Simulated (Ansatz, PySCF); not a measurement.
Gas-phase reaction (SMILES): O=Cc1cscn1 + 5 C (CH4) + N (NH3) + S (H2S) → C=C (C2H4) [ethene] + C=N (CH3N) + C=O (CH2O) [formaldehyde] + CC (C2H6) + CN (CH5N) [methanamine] + 2 CS (CH4S); bond separation energy.

Each molecule is optimised on its own at B3LYP-D3(BJ)/def2-TZVP (Ansatz, a program for electronic structure), one conformer each, not searched for the lowest. Cores are frozen in the correlated levels unless marked. No spin-orbit coupling. Non-relativistic. CBS(X,Y): correlation extrapolated as X^-3; Hartree-Fock from the larger set. [CCSD(T)-MP2]/basis is that difference in the basis named. Unstable Hartree-Fock reference: O=Cc1cscn1. Thermal terms are rigid-rotor harmonic-oscillator values from B3LYP-D3(BJ) frequencies (PySCF) at 298.15 K and 1 atm. 1 Eh = 627.5095 kcal/mol.

```csv
species,"E, RI-MP2/CBS(cc-pV(T+d)Z,cc-pV(Q+d)Z)+[CCSD(T)-MP2]/cc-pV(T+d)Z (Ansatz) (Eh)","E, PBE0-D4/def2-TZVPD (Ansatz + dftd4) (Eh)",H - E (Eh),G - E (Eh)
O=Cc1cscn1,-681.62845,-682.05099,0.07110,0.03403
C (CH4),-40.46125,-40.47492,0.04840,0.02728
C=C (C2H4),-78.47961,-78.51403,0.05494,0.03009
C=N (CH3N),-94.52169,-94.55206,0.04365,0.01788
C=O (CH2O),-114.39194,-114.42023,0.03033,0.00552
CC (C2H6),-79.71807,-79.75255,0.07887,0.05302
CN (CH5N),-95.75026,-95.78053,0.06816,0.04085
CS (CH4S),-438.22452,-438.53899,0.05042,0.02163
N (NH3),-56.50668,-56.51535,0.03799,0.01614
S (H2S),-398.96967,-399.26302,0.01881,-0.00454
```

Task: Work out ΔE and ΔH, ΔG, ΔS and the equilibrium constant at 298.15 K at the first level, then ΔH at the second.

Result: 
1. ΔE = [(-78.47961) + (-94.52169) + (-114.39194) + (-79.71807) + (-95.75026) + 2×(-438.22452)] - [(-681.62845) + 5×(-40.46125) + (-56.50668) + (-398.96967)] = 0.10044 Eh = 63.0 kcal/mol at RI-MP2/CBS(cc-pV(T+d)Z,cc-pV(Q+d)Z)+[CCSD(T)-MP2]/cc-pV(T+d)Z.
2. The terms H - E add up to 0.00689 Eh, so ΔH = (0.10044 + (0.00689))×627.5095 = 67.4 kcal/mol.
3. The terms G - E add up to 0.00859 Eh, so ΔG = 68.4 kcal/mol, and ΔS = (0.00689 - (0.00859))×627509.5/298.15 = -3.6 cal/(mol K).
4. log10 K = -ΔG/(RT ln 10) = -50.1, with RT ln 10 = 1.3642 kcal/mol.
5. At PBE0-D4/def2-TZVPD the same steps give ΔE = 66.9 and ΔH = 71.2 kcal/mol, a shift of +3.8 from the first level.
6. These values are not checked against measurement here, since the tables used lack a sound gas-phase enthalpy of formation for at least one species.
